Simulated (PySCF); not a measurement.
# How the functional moves excitation energies

Species: CH8SeSi2.
InChI=1S/CH8SeSi2/c1-4-2-3/h4H2,1,3H3

Linear-response calculations in the def2-SVPD basis (PySCF; singlets by full response, triplets Tamm–Dancoff, core orbitals frozen in the response; HF means time-dependent Hartree–Fock). 'Strongest' is the level of largest summed f among the singlets computed (10 roots, of which the last may lack a degenerate partner); it can jump between rows when another state enters that window. S1 is the lowest singlet of each run and needn't be the same state throughout; f(S1) is that of one state. Geometry: PBE0-D3(BJ)/def2-SVP, one conformer, isolated molecule. Relativistic effects, spin–orbit coupling among them, are left out although an element past zinc is present.

```csv
functional,kind,S1 (eV),f(S1),strongest (eV),T1 (eV),HOMO (eV),gap (eV),"ionisation energy, ΔSCF (eV)"
B3LYP,"global hybrid, 20% exact exchange",5.20,0.016,6.97,4.86,-6.69,6.19,8.87
PBE0,"global hybrid, 25% exact exchange",5.34,0.017,6.98,4.97,-6.93,6.64,8.86
BHandHLYP,"global hybrid, 50% exact exchange",5.65,0.011,7.35,5.27,-7.88,8.35,8.83
CAM-B3LYP,range-separated hybrid,5.48,0.013,7.19,5.12,-8.15,8.74,8.93
wB97X-D,range-separated hybrid,5.57,0.014,7.27,5.22,-8.71,10.03,8.91
LC-wPBE,range-separated hybrid,5.83,0.006,7.66,5.42,-9.49,11.08,8.98
```

S1 runs from 5.20 eV (B3LYP) to 5.83 eV (LC-wPBE), a spread of 0.63 eV, while the orbital gap spreads over 4.9 eV. Along B3LYP (20%), PBE0 (25%), BHandHLYP (50%) S1 rises with the share of exact exchange. −ε(HOMO) comes closest to its own ΔSCF ionisation energy with wB97X-D (-0.20 eV) and misses most with B3LYP (-2.18 eV).

Without π bonds the low states are Rydberg-like; a valence basis with one diffuse set may place them up to an eV too high.
